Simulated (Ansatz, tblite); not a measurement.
Removing and adding an electron: (LiCl)2 ring (Li2Cl2). Charge 0, multiplicity 1. Geometry: PBE0-D4/def2-TZVP. Ansatz, gas phase; energy differences of separate SCF runs; the oxidised species was run as a doublet alone; the reduced species was run as a doublet alone.

Cartesian coordinates in Å:
```
Li 0.612 -0.027 1.122
Cl 1.203 1.143 -0.629
Li -0.612 0.027 -1.122
Cl -1.203 -1.143 0.629
```

The xTB rows come from tblite. Correlated methods freeze 10 core orbitals; core or outer-core shells of Li are correlated, in sets that lack core-valence functions. In CCSD on the charge -1 doublet the largest single amplitude is 0.50, so its Hartree–Fock determinant may place the open shell otherwise than the density functionals do.

```
               level  −HOMO (eV)  vertical IE (eV)  −LUMO (eV)  vertical EA (eV)  HOMO–LUMO gap (eV)  IE − EA (eV)                                                      remarks
            GFN1-xTB       12.60             15.00        7.52              4.94                5.08         10.07                                                            –
            GFN2-xTB       11.04             13.96        6.52              3.31                4.52         10.65                                                            –
    PBE-D4/def2-TZVP        6.67              9.87        1.31                 –                5.36             –                                                            –
   PBE-D4/def2-TZVPD        6.71                 –        1.32              0.18                5.38             –                                 HOMO above zero (-1 doublet)
 r2SCAN-D4/def2-TZVP        7.02             10.09        0.64                 –                6.38             –                                                            –
r2SCAN-D4/def2-TZVPD        7.02                 –        0.65              0.05                6.37             –                                 HOMO above zero (-1 doublet)
   PBE0-D4/def2-TZVP        8.06             10.29        0.76                 –                7.29             –                                                            –
  PBE0-D4/def2-TZVPD        8.06                 –        0.79              0.08                7.28             –                                 HOMO above zero (-1 doublet)
     CCSD/def2-TZVPD           –                 –           –             -0.16                   –             –  HOMO above zero (-1 doublet), large T1 (0.083) (-1 doublet)
     CCSD/def2-TZVPP           –             10.75           –                 –                   –             –                                large T1 (0.048) (+1 doublet)
  CCSD(T)/def2-TZVPD           –                 –           –             -0.13                   –             –  HOMO above zero (-1 doublet), large T1 (0.083) (-1 doublet)
  CCSD(T)/def2-TZVPP           –             10.77           –                 –                   –             –                                large T1 (0.048) (+1 doublet)
```

Run but left out: HF/def2-TZVPP, MP2/def2-TZVPP (charge +1 doublet: a determinant that CCSD turns far, T1 0.048); HF/def2-TZVPD, MP2/def2-TZVPD (charge -1 doublet: a determinant that CCSD turns far, T1 0.083).   A HOMO above zero means that the electron is unbound at that level or that self-interaction error raises the level; the energy of removing that electron tells which. Raw xTB energy differences between charge states are shifted by several eV; the methods need an empirical correction for them. A negative affinity means that the extra electron isn't bound; its size then hangs on the basis.
